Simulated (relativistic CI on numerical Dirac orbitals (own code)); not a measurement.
## Li III: sensitivity of the levels to the model

Base calculation: Dirac-Coulomb-Breit CI, orbitals from a KLI potential per configuration, QED by a radiative potential.

CI space: 1s, 2s, 2p, 3s, 3p, 3d, 4s, 4p, 4d, 4f, 5s, 5p, 5d, 5f, 5g, 6s, 6p, 6d. Levels of other configurations are missing.

Variants: (1) QED terms removed; (2) non-relativistic limit. Shifts of the energy above 1s ²S1/2, in cm⁻¹, for the lowest level and the first level of each name with at least 55 % of one term (blank where a level changes its place among those of its configuration and J or its character, or is not in the variant):

```csv
Level,Base,Δ(1),Δ(2)
1s ²S1/2,0,0,0
2p ²P°1/2,740734,+16,-66
2s ²S1/2,740737,+14,-68
2p ²P°3/2,740764,+16,-95
3p ²P°1/2,877919,+16,-89
3s ²S1/2,877920,+15,-90
3d ²D3/2,877928,+16,-98
3p ²P°3/2,877928,+16,-98
3d ²D5/2,877931,+16,-101
4p ²P°1/2,925933,+16,-97
4s ²S1/2,925933,+16,-97
4d ²D3/2,925936,+16,-100
4p ²P°3/2,925936,+16,-100
4f ²F°5/2,925938,+16,-101
```
